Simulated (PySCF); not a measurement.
## Fractional electron number in Sn (tin, neutral)

The 5p alpha orbital of [Kr] 4d10 5s2 5p2 is emptied in steps (occupation f), with all orbitals relaxed, ending at [Kr] 4d10 5s2 5p1. All numbers are calculated (PySCF 2.14, the spin-free X2C one-electron Hamiltonian (Gaussian nucleus), in aug-cc-pVTZ-DK3). The exact energy is a straight line in f; departures are measured from the line between the end points of the same method.

Problem. Among UHF, LDA, PBE, PBE0, r2SCAN, LC-wPBE, BHandHLYP, wB97X, M06-2X, CAM-B3LYP, which shows the largest delocalisation error (convex curve), and which is closest to linear?

Solution. Most convex: LDA (-0.829 eV at f = 0.5); closest to linear: LC-wPBE (0.012 eV).

```json
{"f": "1", "UHF (eV)": "0.000", "LDA (eV)": "0.000", "PBE (eV)": "0.000", "PBE0 (eV)": "0.000", "r2SCAN (eV)": "0.000", "LC-wPBE (eV)": "0.000", "BHandHLYP (eV)": "0.000", "wB97X (eV)": "0.000", "M06-2X (eV)": "0.000", "CAM-B3LYP (eV)": "0.000"}
{"f": "0.9", "UHF (eV)": "0.036", "LDA (eV)": "-0.294", "PBE (eV)": "-0.284", "PBE0 (eV)": "-0.205", "r2SCAN (eV)": "-0.270", "LC-wPBE (eV)": "0.003", "BHandHLYP (eV)": "-0.134", "wB97X (eV)": "-0.021", "M06-2X (eV)": "-0.121", "CAM-B3LYP (eV)": "-0.110"}
{"f": "0.7", "UHF (eV)": "0.083", "LDA (eV)": "-0.691", "PBE (eV)": "-0.667", "PBE0 (eV)": "-0.480", "r2SCAN (eV)": "-0.627", "LC-wPBE (eV)": "0.008", "BHandHLYP (eV)": "-0.314", "wB97X (eV)": "-0.052", "M06-2X (eV)": "-0.271", "CAM-B3LYP (eV)": "-0.259"}
{"f": "0.5", "UHF (eV)": "0.096", "LDA (eV)": "-0.829", "PBE (eV)": "-0.798", "PBE0 (eV)": "-0.571", "r2SCAN (eV)": "-0.741", "LC-wPBE (eV)": "0.012", "BHandHLYP (eV)": "-0.376", "wB97X (eV)": "-0.066", "M06-2X (eV)": "-0.304", "CAM-B3LYP (eV)": "-0.310"}
{"f": "0.3", "UHF (eV)": "0.079", "LDA (eV)": "-0.700", "PBE (eV)": "-0.672", "PBE0 (eV)": "-0.479", "r2SCAN (eV)": "-0.615", "LC-wPBE (eV)": "0.013", "BHandHLYP (eV)": "-0.317", "wB97X (eV)": "-0.059", "M06-2X (eV)": "-0.251", "CAM-B3LYP (eV)": "-0.262"}
{"f": "0.1", "UHF (eV)": "0.033", "LDA (eV)": "-0.301", "PBE (eV)": "-0.288", "PBE0 (eV)": "-0.205", "r2SCAN (eV)": "-0.260", "LC-wPBE (eV)": "0.007", "BHandHLYP (eV)": "-0.136", "wB97X (eV)": "-0.027", "M06-2X (eV)": "-0.115", "CAM-B3LYP (eV)": "-0.113"}
{"f": "0", "UHF (eV)": "0.000", "LDA (eV)": "0.000", "PBE (eV)": "0.000", "PBE0 (eV)": "0.000", "r2SCAN (eV)": "0.000", "LC-wPBE (eV)": "0.000", "BHandHLYP (eV)": "0.000", "wB97X (eV)": "0.000", "M06-2X (eV)": "0.000", "CAM-B3LYP (eV)": "0.000"}
```

```
   method  E(f=0) − E(f=1) (eV)  −ε at f=1 (eV)  −ε at f=0.5 (eV)
      UHF                 6.851           7.262             6.839
      LDA                 7.420           4.174             7.393
      PBE                 7.264           4.117             7.249
     PBE0                 7.310           5.031             7.312
   r2SCAN                 7.403           4.403             7.441
  LC-wPBE                 7.387           7.415             7.403
BHandHLYP                 7.171           5.685             7.164
    wB97X                 7.106           6.881             7.084
   M06-2X                 7.203           5.837             7.284
CAM-B3LYP                 7.292           6.068             7.284
```

Reference removal energy between the ground levels: 7.344 eV (measured; NIST Atomic Spectra Database, ionization energies). The calculation has no spin-orbit coupling. UHF lacks correlation.
